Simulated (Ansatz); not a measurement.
Cost and result for the atomization energy of `[C]#C[SiH](C)Cl` radical (9 atoms, 8 bonds).

```xyz
9

C    -1.251    1.909    1.977
C    -0.747    0.953    1.427
Si    0.059   -0.434    0.555
C     0.414    0.032   -1.201
Cl   -1.216   -2.043    0.611
H     1.277   -0.806    1.307
H     1.084    0.896   -1.229
H     0.890   -0.798   -1.726
H    -0.510    0.292   -1.721
```

Charge 0, multiplicity 2. The structure was optimised at the PBE0-D4/def2-TZVP level. Program: Ansatz. All runs use 4 threads of an Arm Neoverse V2 on a shared host. Times are those of one run each, without the atoms' runs, and a repeat can differ threefold. Electronic energies, without spin–orbit coupling; frozen cores. CCSD(T)/CBS adds CCSD(T) − MP2 in def2-TZVPP to the MP2 limit, and its time is that of the two runs behind it. T1 = 0.040; ⟨S²⟩ of the reference is 1.16.

CCSD(T)/CBS is a level of theory with its own doubt, some kJ/mol a heavy atom from the limit and from the frozen cores, so smaller differences don't rank the functionals.

| level | functions | wall time |
| --- | --- | --- |
| revPBE-D4/def2-TZVPP | 233 | 7 s |
| PBE-D4/def2-TZVPP (with forces) | 233 | 8 s |
| PBE0-D4/def2-TZVPP | 233 | 11 s |
| r2SCAN-D4/def2-TZVPP (with forces) | 233 | 13 s |
| BHLYP-D4/def2-TZVPP | 233 | 14 s |
| CCSD(T)/def2-SVP | 98 | 16 s |
| r2SCANh-D4/def2-TZVPP | 233 | 17 s |
| B2PLYP/def2-TZVPP | 233 | 20 s |
| B97M-V/def2-TZVPP | 233 | 22 s |
| ωB97X-V/def2-TZVPP | 233 | 39 s |
| MP2/def2-QZVPP | 431 | 3 min |
| CCSD(T)/def2-TZVPP | 233 | 22 min |
| CCSD(T)/CBS(def2) | – | 25 min |

(1) What atomization energy does each give, and how far from CCSD(T)/CBS? (An estimate is asked.)

Results:

(1) The calculation gave: 
```csv
level,atomization (kcal/mol),difference from CCSD(T)/CBS,per bond
revPBE-D4/def2-TZVPP,807.2,1.2,0.2
PBE-D4/def2-TZVPP (with forces),826.9,20.9,2.6
PBE0-D4/def2-TZVPP,812.5,6.5,0.8
r2SCAN-D4/def2-TZVPP (with forces),814.3,8.3,1.0
BHLYP-D4/def2-TZVPP,781.8,-24.2,-3.0
CCSD(T)/def2-SVP,761.5,-44.5,-5.6
r2SCANh-D4/def2-TZVPP,808.9,2.9,0.4
B2PLYP/def2-TZVPP,797.7,-8.3,-1.0
B97M-V/def2-TZVPP,812.1,6.1,0.8
ωB97X-V/def2-TZVPP,805.8,-0.2,0.0
MP2/def2-QZVPP,803.3,-2.7,-0.3
CCSD(T)/def2-TZVPP,784.7,-21.3,-2.7
CCSD(T)/CBS(def2),806.0,0.0,0.0
```

In def2-TZVPP, CCSD(T) changes the Hartree–Fock value by +182.3 kcal/mol (the triples alone add +14.2 kcal/mol) and MP2 by +188.4 kcal/mol; breaking electron pairs costs correlation energy, which Hartree–Fock lacks. From r2SCAN to r2SCAN0 (25 % exact exchange), in def2-TZVPP and without D4, the atomization energy moves by −13.4 kcal/mol: exact exchange takes away binding that semilocal exchange gives to molecules. At CCSD(T), def2-SVP lies −44.4 kcal/mol from the extrapolated value and def2-TZVPP −21.3 kcal/mol: correlation converges slowly with the basis, and small sets miss more of it in the bonded molecule than in its fragments.
